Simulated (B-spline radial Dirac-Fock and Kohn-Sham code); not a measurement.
**Relativistic shifts of the levels of O**

System: the free oxygen atom, [He] 2s2 2p4.

Both columns are ΔSCF binding energies of the configuration average from a radial finite-basis atomic code: non-relativistic Hartree-Fock with a point nucleus, and Dirac-Fock with a finite nucleus and the Coulomb interaction alone, averaged over the two j levels with weights 2j+1.

```
shell  Hartree-Fock (eV)  Dirac-Fock (eV)  shift (eV)  shift (%)
   1s              545.3            545.8       +0.45      +0.08
   2s              31.74            31.79       +0.05      +0.16
   2p              14.58            14.57       -0.01      -0.07
```

Relativity binds 1s, 2s more strongly, among those listed most of all 2s in relative terms, and 2p more weakly.

Values without a named source are computed, but for edge energies of neutral atoms, which are taken from tables.
